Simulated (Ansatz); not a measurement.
Consider the homolysis of the Br–Si bond: `C[SiH](N)Br` → Br• + `C[SiH]N`•.

Isolated molecules relaxed with PBE0-D4/def2-TZVP in Ansatz; ΔE leaves out vibrations. CCSD(T)/CBS adds triple-zeta CCSD(T) − MP2 to the extrapolated MP2 energy (def2 sets, frozen cores). This one scheme is used for every species, atoms too. DFT in def2-TZVPP. No spin–orbit coupling; open shells (•) take unrestricted orbitals. Spin–orbit coupling would lower the free atoms: clearly for Br. Bonds to Br are less sure, by a few kJ/mol each and by 10 to 20 or more in all where they break to atoms, as the def2 sets lack core-valence functions. Scalar relativity is left out up to krypton. Each species was taken in one conformer, which may not be the lowest.

`C[SiH](N)Br`:

Cartesian coordinates in Å:
```
C 0.141 1.004 -0.987
Si 0.046 -0.620 -0.099
N -0.721 -0.418 1.412
Br 2.153 -1.406 0.050
H 0.711 1.729 -0.402
H -0.862 1.402 -1.156
H 0.641 0.884 -1.950
H -0.693 -1.670 -0.836
H -0.427 0.326 2.025
H -0.987 -1.231 1.944
```

`C[SiH]N`•:

```xyz
9

C    -0.315    1.186    0.575
Si   -0.666   -0.554   -0.029
N     0.703   -1.113   -0.927
H     0.595    1.205    1.182
H    -1.147    1.552    1.181
H    -0.186    1.876   -0.263
H    -0.820   -1.506    1.116
H     0.777   -2.093   -1.148
H     1.059   -0.553   -1.687
```

| level | ΔE (eV) |
| --- | --- |
| RPA@PBE/def2-TZVPP | 4.01 |
| SCS-MP2/def2-TZVPP | 4.50 |

**Question.** What does CCSD(T)/CBS give? (An estimate is asked.)

**Answer.** The calculation gave: +4.63 eV. The listed levels differ from it by -0.62, -0.13 eV.

Largest T1 diagnostic among the species: 0.013.

From r2SCAN to r2SCAN0 (25 % exact exchange), in def2-TZVPP and without D4, ΔE moves by −0.03 eV: exact exchange takes away binding that semilocal exchange gives to molecules. In def2-TZVPP, CCSD(T) changes the Hartree–Fock value by +1.01 eV (the triples alone add +0.09 eV) and MP2 by +1.23 eV; breaking electron pairs costs correlation energy, which Hartree–Fock lacks.

CCSD(T)/CBS has its own doubt, a few kJ/mol and more with outer-core shells, so smaller differences from it don't rank the levels.
